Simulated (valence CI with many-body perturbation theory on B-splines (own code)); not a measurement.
Forbidden lines of Eu⁴⁷⁺

Computed by relativistic CI+MBPT: six valence electrons over a frozen Dirac-Fock core [Ne], radial functions for each j: 9 s, 9 p, 8 d, 6 f, 3 g, 1 h, with the one-electron correlation potential Σ1, the two-electron term Σ2, the three-electron term Σ3, Breit, model QED; selected CI, second order for the rest, scaled by the run's own slope (own B-spline code, finite nucleus).

No measured spectrum was set against this ion. As an estimate, large intervals hold to a few tenths of a per cent, small ones and those within an open d or f shell to about a per cent. Among the levels kept, up to 1100 cm⁻¹ of a level comes from second order outside the variational space, and about a tenth of that is noise between levels of different J, which matters for small intervals.

Lines 1 to 26 of 26 in falling wavelength, among levels below 3495.9 × 10³ cm⁻¹, chosen from the decays that carry over 1 % of a level's rate. Wavelengths and rates use the calculated energies. Electric multipoles are in the length gauge with retardation, E1 and E2 with the static RPA response of the core. M1 uses the relativistic operator with retardation. S is in atomic units (e²a₀⁴ for E2 and M2, e²a₀⁶ for E3), for M1 in squared Bohr magnetons. Weak lines are less certain than strong ones. Lines between different terms over intervals too small for the method are left out, as are lines whose strength nearly cancels.

Levels are named by their leading jj configuration (3d3/2^4 stands for four electrons in 3d with j = 3/2), which in mixed levels can hold well under half, so a name can repeat and another be missing. Letters in brackets count levels of one name in rising energy.

| λ vac (nm) | Upper | Lower | Type | A (s⁻¹) | S (a.u.) |
| --- | --- | --- | --- | --- | --- |
| 78.12 | (3s^2 3p1/2^2 3p3/2^2) J=0 | (3s^2 3p1/2^2 3p3/2^2) J=2 | E2 | 9.83e+00 | 2.56e-03 |
| 36.35 | (3s^2 3p1/2^2 3p3/2 3d5/2) J=4 | (3s^2 3p1/2^2 3p3/2 3d3/2) J=3 | M1 | 2.56e+05 | 4.10e+00 |
| 36.15 | (3s^2 3p1/2 3p3/2^2 3d5/2) J=4 [b] | (3s^2 3p1/2 3p3/2^2 3d3/2) J=4 | M1 | 7.61e+04 | 1.20e+00 |
| 33.35 | (3s^2 3p1/2 3p3/2^2 3d5/2) J=5 | (3s^2 3p1/2 3p3/2^2 3d3/2) J=4 | M1 | 2.93e+05 | 4.43e+00 |
| 29.59 | (3s^2 3p1/2 3p3/2^2 3d5/2) J=4 [b] | (3s^2 3p1/2 3p3/2^2 3d3/2) J=3 [a] | M1 | 2.11e+05 | 1.82e+00 |
| 11.83 | (3s^2 3p1/2 3p3/2^2 3d3/2) J=4 | (3s^2 3p1/2^2 3p3/2 3d5/2) J=3 | M1 | 1.66e+05 | 9.19e-02 |
| 9.904 | (3s^2 3p1/2 3p3/2^2 3d3/2) J=4 | (3s^2 3p1/2^2 3p3/2 3d5/2) J=4 | M1 | 7.76e+04 | 2.51e-02 |
| 9.604 | (3s^2 3p1/2 3p3/2^2 3d5/2) J=4 [a] | (3s^2 3p1/2^2 3p3/2 3d5/2) J=3 | M1 | 8.96e+06 | 2.65e+00 |
| 8.913 | (3s^2 3p1/2 3p3/2^2 3d5/2) J=4 [b] | (3s^2 3p1/2^2 3p3/2 3d5/2) J=3 | M1 | 2.87e+06 | 6.78e-01 |
| 8.630 | (3s^2 3p1/2 3p3/2^3) J=1 | (3s^2 3p1/2^2 3p3/2^2) J=0 | M1 | 1.04e+07 | 7.44e-01 |
| 8.295 | (3s^2 3p1/2 3p3/2^2 3d5/2) J=4 [a] | (3s^2 3p1/2^2 3p3/2 3d5/2) J=4 | M1 | 2.43e+07 | 4.62e+00 |
| 7.900 | (3s^2 3p1/2 3p3/2^2 3d5/2) J=4 [b] | (3s^2 3p1/2^2 3p3/2 3d5/2) J=2 | E2 | 1.23e+05 | 3.05e-03 |
| 7.784 | (3s^2 3p1/2 3p3/2^2 3d3/2) J=4 | (3s^2 3p1/2^2 3p3/2 3d3/2) J=3 | M1 | 5.67e+06 | 8.92e-01 |
| 7.784 | (3s^2 3p1/2 3p3/2^2 3d3/2) J=4 | (3s^2 3p1/2^2 3p3/2 3d3/2) J=3 | E2 | 2.16e+05 | 4.95e-03 |
| 7.775 | (3s^2 3p1/2 3p3/2^2 3d5/2) J=4 [b] | (3s^2 3p1/2^2 3p3/2 3d5/2) J=4 | M1 | 3.33e+06 | 5.22e-01 |
| 7.775 | (3s^2 3p1/2 3p3/2^2 3d5/2) J=4 [b] | (3s^2 3p1/2^2 3p3/2 3d5/2) J=4 | E2 | 1.50e+05 | 3.43e-03 |
| 7.772 | (3s^2 3p1/2 3p3/2^3) J=1 | (3s^2 3p1/2^2 3p3/2^2) J=2 | M1 | 3.31e+07 | 1.73e+00 |
| 7.637 | (3s^2 3p1/2 3p3/2^2 3d5/2) J=5 | (3s^2 3p1/2^2 3p3/2 3d5/2) J=4 | M1 | 6.28e+06 | 1.14e+00 |
| 7.637 | (3s^2 3p1/2 3p3/2^2 3d5/2) J=5 | (3s^2 3p1/2^2 3p3/2 3d5/2) J=4 | E2 | 2.12e+05 | 5.41e-03 |
| 7.488 | (3s^2 3p3/2^4) J=0 | (3s^2 3p1/2 3p3/2^3) J=2 | E2 | 1.21e+06 | 2.54e-03 |
| 7.457 | (3s^2 3p1/2 3p3/2^2 3d3/2) J=4 | (3s^2 3p1/2^2 3p3/2 3d3/2) J=2 | E2 | 1.08e+05 | 2.00e-03 |
| 7.395 | (3s^2 3p1/2 3p3/2^3) J=2 | (3s^2 3p1/2^2 3p3/2^2) J=2 | M1 | 2.07e+07 | 1.56e+00 |
| 7.395 | (3s^2 3p1/2 3p3/2^3) J=2 | (3s^2 3p1/2^2 3p3/2^2) J=2 | E2 | 4.05e+05 | 4.00e-03 |
| 7.137 | (3s^2 3p3/2^4) J=0 | (3s^2 3p1/2 3p3/2^3) J=1 | M1 | 9.11e+07 | 1.23e+00 |
| 6.754 | (3s^2 3p1/2 3p3/2^2 3d5/2) J=4 [a] | (3s^2 3p1/2^2 3p3/2 3d3/2) J=3 | M1 | 5.98e+05 | 6.15e-02 |
| 5.359 | (3s^2 3p1/2^2 3p3/2 3d5/2) J=4 | (3s^2 3p1/2^2 3p3/2^2) J=2 | M2 | 6.39e+03 | 2.27e-05 |
